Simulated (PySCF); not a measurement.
Se(OH)(NMe2) (C2H7NOSe), SMILES CN(C)[Se]O. Atoms are numbered in the order given.

```xyz
12

Se     0.6507     0.4641     0.3413
O     -0.4733     1.8427    -0.0774
H     -1.0536     1.9650     0.6848
N     -0.2103    -1.0131    -0.2113
C     -1.3355    -1.4933     0.5594
C     -0.3141    -1.2566    -1.6344
H     -2.2834    -0.9808     0.3004
H     -1.4786    -2.5718     0.3753
H     -1.1424    -1.3503     1.6313
H     -0.4525    -2.3363    -1.8156
H     -1.1645    -0.7200    -2.0973
H      0.6089    -0.9356    -2.1349
```

The structure is a stationary point at PBE0-D3(BJ)/def2-SVP. The values are those of a single conformer.

Two levels are set side by side: PBE/pcSseg-1 (PySCF) and HF/pcSseg-1 (PySCF). GIAO shifts against H2O (¹⁷O), Me2Se (⁷⁷Se), NH3 (¹⁵N), TMS (¹H), TMS (¹³C) at the same level; non-relativistic, no solvent, atoms listed together averaged. Differences are taken from unrounded values.

```
quantity                    HF
----------------------  ------
δ(⁷⁷Se) of Se1 (ppm)    1529.6
δ(¹⁷O) of O2 (ppm)         0.2
δ(¹H) of H3 (ppm)         3.23
δ(¹⁵N) of N4 (ppm)        65.0
δ(¹³C) of C5, C6 (ppm)    47.9
```

Task: What does PBE give, and how far is it from HF? (An estimate is asked for; the answer gives what the named calculation found.)

Result: 
```csv
quantity,PBE,PBE minus HF
δ(⁷⁷Se) of Se1 (ppm),1644.7,115.1
δ(¹⁷O) of O2 (ppm),66.9,66.6
δ(¹H) of H3 (ppm),3.36,0.14
δ(¹⁵N) of N4 (ppm),114.4,49.5
"δ(¹³C) of C5, C6 (ppm)",54.1,6.3
```

Rough cost on one machine, each run with all the roots and properties that it gave: HF against PBE within a factor of 2.
